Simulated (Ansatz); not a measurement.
Geometry optimisation, RKS r2SCAN-D4/def2-SVP in Ansatz.

Input file:

```yaml
crystal:
  periodic: [false, false, false]
  atoms:
    - { symbol: Zr, position_ang: [-0.499844, 0.280899, -0.604937] }
    - { symbol: "N", position_ang: [-0.094313, -0.4971, 2.673921] }
    - { symbol: H, position_ang: [-0.589317, -1.219329, 3.197503] }
    - { symbol: H, position_ang: [0.524148, -0.027308, 3.334457] }
    - { symbol: F, position_ang: [1.375404, 0.602291, -0.416914] }
    - { symbol: F, position_ang: [-1.282165, 1.119652, -2.129347] }
    - { symbol: "N", position_ang: [-1.051448, -1.658418, -0.639291] }
    - { symbol: H, position_ang: [-1.856625, -2.014915, -1.15394] }
    - { symbol: H, position_ang: [-0.568566, -2.449226, -0.207719] }
    - { symbol: H, position_ang: [-1.430447, 1.011348, 0.826443] }
    - { symbol: H, position_ang: [-0.813027, 0.203605, 2.393024] }
basis:
  gaussian: { orbitals: def2-SVP }
hamiltonian:
  xc: r2scan
  dispersion: d4
relax:
  f_tol: 0.03
  max_steps: 50
output:
  orbitals: {}
```

Run as:

```bash
$ ansatz run input.yaml --threads 4 --pin off --max-ram 5120MiB --backend cpu --events-out ev --progress --plain --runs-dir out
```

**Question.** Where does it end, and by what steps?

**Answer.** It converged. After 24 steps the energy has fallen by 0.743 eV; H3 moved furthest, 1.31 Å. Joined: Zr1–N2 (3.39 → 2.44 Å).

```json
{"step": "0", "energy less start (eV)": "0.0000", "largest force component (eV/Å)": "0.619", "accepted": "yes"}
{"step": "1", "energy less start (eV)": "-0.1552", "largest force component (eV/Å)": "0.834", "accepted": "yes"}
{"step": "2", "energy less start (eV)": "-0.3260", "largest force component (eV/Å)": "1.350", "accepted": "yes"}
{"step": "3", "energy less start (eV)": "-0.5725", "largest force component (eV/Å)": "0.622", "accepted": "yes"}
{"step": "4", "energy less start (eV)": "-0.6356", "largest force component (eV/Å)": "0.790", "accepted": "yes"}
{"step": "5", "energy less start (eV)": "-0.6780", "largest force component (eV/Å)": "0.606", "accepted": "yes"}
{"step": "6", "energy less start (eV)": "-0.7032", "largest force component (eV/Å)": "0.190", "accepted": "yes"}
{"step": "7", "energy less start (eV)": "-0.7099", "largest force component (eV/Å)": "0.225", "accepted": "yes"}
{"step": "8", "energy less start (eV)": "-0.7144", "largest force component (eV/Å)": "0.130", "accepted": "yes"}
{"step": "9", "energy less start (eV)": "-0.7165", "largest force component (eV/Å)": "0.079", "accepted": "yes"}
{"step": "10", "energy less start (eV)": "-0.7173", "largest force component (eV/Å)": "0.052", "accepted": "yes"}
{"step": "11", "energy less start (eV)": "-0.7180", "largest force component (eV/Å)": "0.044", "accepted": "yes"}
{"step": "12", "energy less start (eV)": "-0.7187", "largest force component (eV/Å)": "0.090", "accepted": "yes"}
{"step": "13", "energy less start (eV)": "-0.7190", "largest force component (eV/Å)": "0.193", "accepted": "yes"}
{"step": "14", "energy less start (eV)": "-0.7199", "largest force component (eV/Å)": "0.190", "accepted": "yes"}
{"step": "15", "energy less start (eV)": "-0.7223", "largest force component (eV/Å)": "0.239", "accepted": "yes"}
{"step": "16", "energy less start (eV)": "-0.7249", "largest force component (eV/Å)": "0.260", "accepted": "yes"}
{"step": "17", "energy less start (eV)": "-0.7273", "largest force component (eV/Å)": "0.231", "accepted": "yes"}
{"step": "18", "energy less start (eV)": "-0.7321", "largest force component (eV/Å)": "0.190", "accepted": "yes"}
{"step": "19", "energy less start (eV)": "-0.7332", "largest force component (eV/Å)": "0.344", "accepted": "yes"}
{"step": "20", "energy less start (eV)": "-0.7271", "largest force component (eV/Å)": "0.236", "accepted": "no"}
{"step": "21", "energy less start (eV)": "-0.7392", "largest force component (eV/Å)": "0.129", "accepted": "yes"}
{"step": "22", "energy less start (eV)": "-0.7411", "largest force component (eV/Å)": "0.069", "accepted": "yes"}
{"step": "23", "energy less start (eV)": "-0.7418", "largest force component (eV/Å)": "0.054", "accepted": "yes"}
{"step": "24", "energy less start (eV)": "-0.7426", "largest force component (eV/Å)": "0.020", "accepted": "yes"}
```

```xyz
11
Properties=species:S:1:pos:R:3
Zr -0.449 0.249 -0.191
N -0.200 -0.381 2.150
H 0.407 -1.178 2.356
H 0.194 0.417 2.654
F 1.446 0.525 0.089
F -0.852 0.860 -1.967
N -1.262 -1.624 -0.290
H -1.758 -1.917 -1.134
H -1.120 -2.453 0.284
H -1.581 1.424 0.752
H -1.111 -0.569 2.572
```

Whether the end is a true minimum wasn't checked by a vibrational analysis.

Run time: 81 s on 4 threads of Arm Neoverse V1 (shared host), peak memory 0.21 GiB.
